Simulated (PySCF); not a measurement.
FeCl₃, SMILES [Cl][Fe]([Cl])[Cl] (connectivity only; charge and spin as stated), neutral, multiplicity 6.

Geometry: B3LYP-D3(BJ)/def2-SVP. The multiplicity is an assumed one; other spin states were not compared. The isomer is the one that the SMILES or the coordinates give; other isomers of the formula were not compared.

These are PBE/def2-TZVPD (PySCF) values and carry that method's errors.

Isolated molecule, no solvent.

### Question
Estimate the frontier levels, dipole moment and polarisability. (The exact figures need the calculation; the answer reports its results.)

### Answer

The α spin, highest occupied and lowest empty level is -7.39 and -1.45 eV. The β spin, highest occupied and lowest empty level comes out as -7.95 and -6.50 eV and the dipole moment comes out as 0.00 D. The quadrupole, principal values (traceless, Buckingham form, about the centre of nuclear charge) is -2.87, -2.87, 5.74 D·Å. The mean static polarisability is 86.8 bohr³ (12.86 Å³) and the polarisability, principal values is 52.6, 103.9, 103.9 bohr³. The ⟨S²⟩ is 8.758 (pure state 8.75).
